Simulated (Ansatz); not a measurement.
Calculated with Ansatz (gas phase, PBE0-D4/def2-TZVP geometries, no zero-point term in ΔE). CBS: MP2 limit from def2 TZ/QZ plus the TZ coupled-cluster correction, frozen cores. For Ga outer-core shells are correlated without core-valence functions, which leaves a few kJ/mol of doubt a bond. Scalar relativity is left out up to krypton.

`COC` + `[GaH3]` → `C[O+](C)[GaH3-]`  (adduct formation)

`COC`:

Z-matrix (Å, degrees):
```
C
O 1 1.399
H 1 1.090 2 107.7
H 1 1.100 2 111.6 3 119.4
H 1 1.100 2 111.6 3 -119.4
C 2 1.399 1 112.1 3 -180.0
H 6 1.100 2 111.6 1 60.6
H 6 1.090 2 107.7 1 -179.9
H 6 1.100 2 111.6 1 -60.5
```

`[GaH3]`:

Z-matrix (Å, degrees):
```
Ga
H 1 1.568
H 1 1.568 2 120.0
H 1 1.568 2 120.0 3 -179.9
```

`C[O+](C)[GaH3-]`:

Cartesian coordinates in Å:
```
C -1.390 -0.397 0.262
O -0.243 0.168 -0.355
C 0.451 -0.760 -1.174
Ga 1.001 1.319 0.952
H -1.863 0.392 0.843
H -2.079 -0.759 -0.506
H -1.104 -1.222 0.923
H -0.214 -1.126 -1.960
H 0.819 -1.601 -0.576
H 1.292 -0.230 -1.617
H -0.132 2.267 1.501
H 1.998 1.841 -0.153
H 1.464 0.108 1.860
```

| species | CCSD(T)/CBS(def2) energy (Eh) |
| --- | --- |
| `COC` | -154.86276 |
| `[GaH3]` | -1925.70545 |
| `C[O+](C)[GaH3-]` | -2080.59946 |

Question: Work out ΔE.

Answer: ΔE = (-2080.59946) − (-154.86276) − (-1925.70545) = -0.03125 Eh = -82.0 kJ/mol.

Largest T1 diagnostic among the species: 0.013.

In def2-TZVPP, CCSD(T) changes the Hartree–Fock value by −29.6 kJ/mol (the triples alone add −4.1 kJ/mol) and MP2 by −31.1 kJ/mol. From PBE to PBE0 (25 % exact exchange), in def2-TZVPP and without D4, ΔE moves by −3.8 kJ/mol. Leaving LDA and LC-ωPBE aside and taking each functional with its dispersion term where it has one, the values, not all of them listed here, spread over 12.4 kJ/mol, from r2SCAN0-D4 to B2PLYP. LDA lies −36.4 kJ/mol from PBE without D4.
